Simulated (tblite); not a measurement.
Species: C₄H₁₃ClP₂Si.
Geometry (GFN2-xTB, Å), atoms numbered from 1 in this order:
```xyz
21
C4H13ClP2Si angstrom
C      3.3911   -0.1125   -0.2674
C      2.1801    0.7812   -0.0314
C      0.8902   -0.0303    0.0613
C     -0.3300    0.8501    0.3068
Si    -1.9427   -0.1775    0.3997
P     -1.8075   -1.8258   -1.1487
P     -3.6926    1.2525    0.1143
Cl    -2.0024   -1.1257    2.2136
H      3.5014   -0.8255    0.5467
H      3.2801   -0.6694   -1.1953
H      4.2997    0.4817   -0.3293
H      2.0951    1.5036   -0.8468
H      2.3174    1.3424    0.8962
H      0.9818   -0.7597    0.8692
H      0.7478   -0.5906   -0.8689
H     -0.4150    1.5843   -0.4965
H     -0.1943    1.4106    1.2331
H     -3.1669   -2.0936   -1.1546
H     -1.9212   -0.9524   -2.2181
H     -4.6407    0.3327    0.5320
H     -3.5802    1.7955    1.3836
```

Computed values, GFN2-xTB/tblite, gas phase, harmonic and unscaled. The method is semi-empirical: single wavenumbers can be off by several per cent or more. Modes of hydrogen on phosphorus can be 10 to 20 % off. One conformer, not necessarily the lowest.

Harmonic wavenumbers (cm⁻¹): 25.9, 56.9, 63.4, 87.0, 94.0, 102.7, 105.9, 112.8, 124.0, 169.9, 181.0, 234.1, 277.5, 377.3, 402.6, 475.9, 497.1, 672.0, 678.2, 686.3, 700.8, 735.5, 762.1, 792.7, 901.2, 937.9, 1021.8, 1071.0, 1100.5, 1113.6, 1133.6, 1136.4, 1210.4, 1222.9, 1265.7, 1288.3, 1314.5, 1368.7, 1416.7, 1469.5, 1490.0, 1496.6, 1502.8, 1506.3, 2293.3, 2294.0, 2368.8, 2374.1, 2933.7, 2963.3, 2966.3, 2974.9, 2978.3, 2982.9, 3032.2, 3035.2, 3040.0.

A = 1171, B = 486.9, C = 478.4 MHz; mass 185.995 u (most abundant isotopes); point group C1, symmetry number 1.

**Question.** Zero-point energy?

**Answer.** Half the sum of the wavenumbers: 34810 cm⁻¹ = 416.43 kJ/mol.

**Question.** Give the ideal-gas entropy at 200 K and 1 bar in the rigid-rotor, harmonic-oscillator model (classical rotation).

**Answer.** Translation 165.73, rotation 126.59, vibration 150.14: S = 442.5 J/(mol K).

**Question.** And Cp and H(200 K) − H(0)?

**Answer.** Cp = 160.08 J/(mol K), of which vibrations give 126.83 (their classical limit is 57 R = 473.9); H(200 K) − H(0) = 21.73 kJ/mol without the zero-point energy, 15.08 from vibrations.

**Question.** Which modes carry the vibrational entropy at 200 K?

**Answer.** 25.9 cm⁻¹: 22.30; 56.9 cm⁻¹: 15.80; 63.4 cm⁻¹: 14.91; 87.0 cm⁻¹: 12.35; 94.0 cm⁻¹: 11.72; 102.7 cm⁻¹: 11.02 J/(mol K); the other 51 give 62.05 together.

**Question.** How do the functions run with temperature in this model?

**Answer.** 
```json
{"T (K)": "50", "S (J/(mol K))": "278.1", "Cp (J/(mol K))": "82.5", "H − H(0) (kJ/mol)": "2.69", "G − H(0) (kJ/mol)": "-11.22", "ln q(vib)": "1.38"}
{"T (K)": "100", "S (J/(mol K))": "347.5", "Cp (J/(mol K))": "117.5", "H − H(0) (kJ/mol)": "7.79", "G − H(0) (kJ/mol)": "-26.96", "ln q(vib)": "4.04"}
{"T (K)": "298.15", "S (J/(mol K))": "514.0", "Cp (J/(mol K))": "201.0", "H − H(0) (kJ/mol)": "39.45", "G − H(0) (kJ/mol)": "-113.79", "ln q(vib)": "13.15"}
{"T (K)": "373.15", "S (J/(mol K))": "562.4", "Cp (J/(mol K))": "231.5", "H − H(0) (kJ/mol)": "55.68", "G − H(0) (kJ/mol)": "-154.18", "ln q(vib)": "16.04"}
{"T (K)": "500", "S (J/(mol K))": "636.7", "Cp (J/(mol K))": "276.9", "H − H(0) (kJ/mol)": "88.03", "G − H(0) (kJ/mol)": "-230.33", "ln q(vib)": "20.58"}
{"T (K)": "750", "S (J/(mol K))": "762.4", "Cp (J/(mol K))": "342.9", "H − H(0) (kJ/mol)": "166.06", "G − H(0) (kJ/mol)": "-405.71", "ln q(vib)": "28.62"}
{"T (K)": "1000", "S (J/(mol K))": "867.5", "Cp (J/(mol K))": "387.4", "H − H(0) (kJ/mol)": "257.70", "G − H(0) (kJ/mol)": "-609.81", "ln q(vib)": "35.75"}
```

q(vib) and H(0) count from the zero-point level.

**Question.** Blend soft modes into free rotors: weight 1/[1 + (100 cm⁻¹/ν̃)⁴] for the oscillator and the rest for a rotor with moment μB/(μ + B), μ = h/(8π²ν), B = 10⁻⁴⁴ kg m². What vibrational entropy results?

**Answer.** 136.32 J/(mol K) in place of 150.14, which changes −T·S at 200 K by +2.77 kJ/mol.

**Question.** What must be added to the electronic energy to get the Gibbs energy at 200 K and 1 bar?

**Answer.** ZPE + [H(200 K) − H(0)] − T·S = 416.43 + 21.73 − 88.49 = 349.67 kJ/mol.

Hindered rotation and anharmonicity are outside this model. Other conformers, if any are populated, would add a mixing term that is left out. The structure is chiral; the term R ln 2 for an equal mix with its mirror image is left out.
